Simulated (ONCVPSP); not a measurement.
PBE ONCV dataset for titanium (Ti), scalar-relativistic all-electron reference.

- Element: titanium
- Generator: ONCVPSP 4.0.1
- Type: optimised norm-conserving Vanderbilt (ONCV)
- Functional: PBE
- Relativity: scalar-relativistic
- Frozen core: [Ar]
- Valence charge: 4
- Reference configuration: 3d2 4s1.5 (charge +0.5)
- Partial waves: 4s: rc 2.25 bohr, ncon 5, nbas 9, qcut 2.4 1/bohr, 3 projectors, debl 3.7 Ha; p scattering state at 0.16 Ha: rc 2.35 bohr, ncon 4, nbas 7, qcut 3.3 1/bohr, 2 projectors, debl 0.4 Ha; 3d: rc 1.60 bohr, ncon 3, nbas 7, qcut 8 1/bohr, 2 projectors, debl 3.3 Ha
- Local potential: polynomial inside 1.55 bohr (lpopt 3, dvloc0 1 Ha)
- Core correction: Teter function, fcfact 5.75, rcfact 1.3

* Cutoffs needed: 27 Ha and 43 Ha (the cutoffs (Ha) at which the residual kinetic energy of the hardest occupied pseudo-wave falls to 1 and 0.1 mHa per electron) The cutoffs count occupied waves only; projector 3 of the s channel, the hardest unoccupied one, needs 69 Ha at the loose tolerance.
* Ghost test: ghosts flagged at negative energy: s at -168.8 eV, p at -32.4 eV; GHOST(+) flagged for s at 215.2 eV; a true bound ghost makes a file unfit for plane-wave use
* Largest excitation error: -63 meV (all-electron minus pseudo) for 3d3 4s1, out of 4 test configurations
* rms error of d²Exc/dni dnj: 24.41 mHa without and 14.14 mHa with the model core
